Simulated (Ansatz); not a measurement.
Compare A (`N[SiH2]C(O)(F)F`) with its isomer B (`N[Si](O)(F)CF`).

Computed with Ansatz on PBE0-D4/def2-TZVP structures; ΔE is electronic, products minus reactants. CCSD(T)/CBS adds triple-zeta CCSD(T) − MP2 to the extrapolated MP2 energy (def2 sets, frozen cores). Functionals use def2-TZVPP. B3LYP here is the variant with VWN-RPA as its local correlation; programs differ in this. Each species was taken in one conformer, which may not be the lowest.

Task: Which is lower in electronic energy at CCSD(T)/CBS, and by how much? (Estimate.)

Result: Computed: B, by 349.9 kJ/mol.

Task: Give E(B) − E(A) in kJ/mol with MP2/def2-TZVPP, B3LYP-D4, B3LYP, PBE0-D4, HF/def2-TZVPP, B2PLYP, PBE-D4. (An estimate is asked.)

Result: Computed: MP2/def2-TZVPP -354.6, B3LYP-D4 -337.0, B3LYP -335.0, PBE0-D4 -325.8, HF/def2-TZVPP -347.0, B2PLYP -343.4, PBE-D4 -313.8. None reverses the order clearly.

Largest T1 diagnostic: 0.012.

From PBE to PBE0 (25 % exact exchange), in def2-TZVPP and without D4, E(B) − E(A) moves by −12.3 kJ/mol.
